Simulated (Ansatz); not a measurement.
Relaxation of BBrCl₂H₂O (7 atoms, charge 0, multiplicity 1), to a largest force component of 0.03 eV/Å in at most 50 steps.

All numbers below come from Ansatz 0.2.0, RKS PBE-D4/def2-SVP.

```xyz
7
Properties=species:S:1:pos:R:3
B 0.485 -1.018 0.219
Br 2.174 0.037 -0.028
Cl -0.032 -2.110 -1.040
Cl -0.276 -1.002 1.798
H -0.097 1.573 -0.645
O -0.996 1.196 -0.619
H -1.258 1.324 0.313
```

Question: Where does it end, and by what steps?

Answer: The run converged. After 9 steps the energy has fallen by 0.399 eV; O6 moved furthest, 0.58 Å. Joined: B1–O6.

```json
{"step": "0", "energy less start (eV)": "0.0000", "largest force component (eV/Å)": "0.862", "accepted": "yes"}
{"step": "1", "energy less start (eV)": "-0.0601", "largest force component (eV/Å)": "0.908", "accepted": "yes"}
{"step": "2", "energy less start (eV)": "-0.1277", "largest force component (eV/Å)": "0.774", "accepted": "yes"}
{"step": "3", "energy less start (eV)": "-0.2562", "largest force component (eV/Å)": "0.562", "accepted": "yes"}
{"step": "4", "energy less start (eV)": "-0.3244", "largest force component (eV/Å)": "1.021", "accepted": "yes"}
{"step": "5", "energy less start (eV)": "-0.3833", "largest force component (eV/Å)": "0.206", "accepted": "yes"}
{"step": "6", "energy less start (eV)": "-0.3931", "largest force component (eV/Å)": "0.255", "accepted": "yes"}
{"step": "7", "energy less start (eV)": "-0.3779", "largest force component (eV/Å)": "0.822", "accepted": "no"}
{"step": "8", "energy less start (eV)": "-0.3982", "largest force component (eV/Å)": "0.088", "accepted": "yes"}
{"step": "9", "energy less start (eV)": "-0.3986", "largest force component (eV/Å)": "0.028", "accepted": "yes"}
```

```xyz
7
Properties=species:S:1:pos:R:3
B 0.220 -0.585 0.058
Br 2.093 0.161 -0.069
Cl -0.143 -1.928 -1.073
Cl -0.375 -0.802 1.776
H 0.036 1.417 -0.595
O -0.671 0.738 -0.457
H -1.159 0.999 0.360
```

Whether the end is a true minimum wasn't checked by a vibrational analysis.

The run took 16 s on 2 threads of Intel(R) Xeon(R) Platinum 8488C (Sapphire Rapids) (shared host), peak memory 0.16 GiB.
